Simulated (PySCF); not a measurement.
**Correlation energy of Si(2+) (silicon, charge +2)**

[Ne] 3s2, closed-shell 1S. Computed with PySCF 2.14 in cc-pVDZ-DK (4s3p1d, 18 functions), with the spin-free X2C one-electron Hamiltonian (Gaussian nucleus). Frozen: [Ne]; 2 electrons correlated.

Total MP2 correlation energy: -28.56 mhartree.

Same-spin part 0.00 and opposite-spin part -28.56 mhartree; SCS-MP2 scales them by 1/3 and 6/5 to -34.28 mhartree.

With two correlated electrons CCSD is exact within the correlated space (frozen core and kept virtual orbitals).

```csv
level,correlation energy (mhartree)
CCSD,-43.34
```

Diagnostics: T1 = 0.0052, D1 = 0.0074, largest double amplitude 0.117.

Is a single reference adequate?

Mostly. T1 lies below 0.03, but a double amplitude of this size points to a near-degeneracy that CCSD handles and MP2 describes poorly.
